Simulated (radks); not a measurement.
Results of a calculation; reference values are marked as such.
Isoelectronic series with 19 electrons, each ion in its NIST ground configuration. Code: a radial shooting solver on a logarithmic mesh with Libxc functionals. Model: Dirac Kohn-Sham, BLYP, spin-unpolarised, spherical densities, point nucleus; open shells fill j = l - 1/2 first. Total energies (hartree) and mean radii <r> (bohr) (* marks an orbital that is empty in some or all of the ions):

ion	configuration	E (hartree)	4s1/2*	3p3/2	3p1/2	3s1/2
K	[Ar] 4s1	-602.31341	4.924	1.441	1.432	1.268
Ca+	[Ar] 4s1	-680.33968	3.574	1.271	1.263	1.155
Sc2+	[Ar] 3d1	-763.59234	3.065	1.166	1.158	1.073
Ti3+	[Ar] 3d1	-852.08095	2.620	1.060	1.052	0.9925
V4+	[Ar] 3d1	-945.74151	2.308	0.9714	0.9643	0.9223
Cr5+	[Ar] 3d1	-1044.57734	2.072	0.8971	0.8903	0.8612
Mn6+	[Ar] 3d1	-1148.59679	1.885	0.8339	0.8272	0.8075
Fe7+	[Ar] 3d1	-1257.81110	1.733	0.7792	0.7726	0.7601
Co8+	[Ar] 3d1	-1372.23355	1.605	0.7315	0.7249	0.7179
Ni9+	[Ar] 3d1	-1491.87904	1.496	0.6894	0.6829	0.6801
Cu10+	[Ar] 3d1	-1616.76383	1.402	0.6521	0.6455	0.6461
Zn11+	[Ar] 3d1	-1746.90545	1.319	0.6186	0.6121	0.6153
Ga12+	[Ar] 3d1	-1882.32258	1.246	0.5885	0.5819	0.5872
Ge13+	[Ar] 3d1	-2023.03499	1.181	0.5612	0.5546	0.5616
As14+	[Ar] 3d1	-2169.06355	1.123	0.5364	0.5297	0.5381
Se15+	[Ar] 3d1	-2320.43017	1.070	0.5137	0.5069	0.5164
Br16+	[Ar] 3d1	-2477.15782	1.022	0.4928	0.4860	0.4964
Kr17+	[Ar] 3d1	-2639.27053	0.9778	0.4736	0.4667	0.4778
Rb18+	[Ar] 3d1	-2806.79339	0.9375	0.4559	0.4489	0.4605
Sr19+	[Ar] 3d1	-2979.75256	0.9004	0.4394	0.4323	0.4444
Zr21+	[Ar] 3d1	-3342.08996	0.8344	0.4098	0.4025	0.4153
Nb22+	[Ar] 3d1	-3531.52604	0.8048	0.3964	0.3890	0.4020
